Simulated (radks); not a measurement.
Question: Tc4+, configuration [Kr] 4d3 (the NIST ground configuration). Method: Dirac Kohn-Sham, PBE, spin-unpolarised, spherical densities, finite nucleus; open shells fill j = l - 1/2 first; Fermi nuclear charge, rms radius 4.4112 fm; computed with a radial shooting solver on a logarithmic mesh with Libxc functionals. Some entries of the table are withheld. Estimate them.

orbital,occ.,eigenvalue (hartree),<1/r> (bohr^-1),<r> (bohr)
1s1/2,2,-768.2430,44.71,0.03428
2s1/2,2,-111.0868,10.20,0.1493
2p1/2,2,-102.5715,(1),0.1271
2p3/2,4,-98.22593,(2),0.1318
3s1/2,2,-20.78336,3.508,0.4151
3p1/2,2,-17.51130,3.409,0.4089
3p3/2,4,-16.78403,3.286,0.4195
3d3/2,4,(3),3.103,0.3967
3d5/2,6,(4),3.071,0.4002
4s1/2,2,-4.37386,1.314,1.044
4p1/2,2,-3.40068,1.203,1.124
4p3/2,4,-3.28669,1.169,1.150
4d3/2,3,-1.81063,0.9153,1.435
4d5/2,0,-1.79640,0.9079,1.445

Answer: 
(1) 2p1/2 <1/r> (bohr^-1): 10.18
(2) 2p3/2 <1/r> (bohr^-1): 9.668
(3) 3d3/2 eigenvalue (hartree): -10.99827
(4) 3d5/2 eigenvalue (hartree): -10.85838
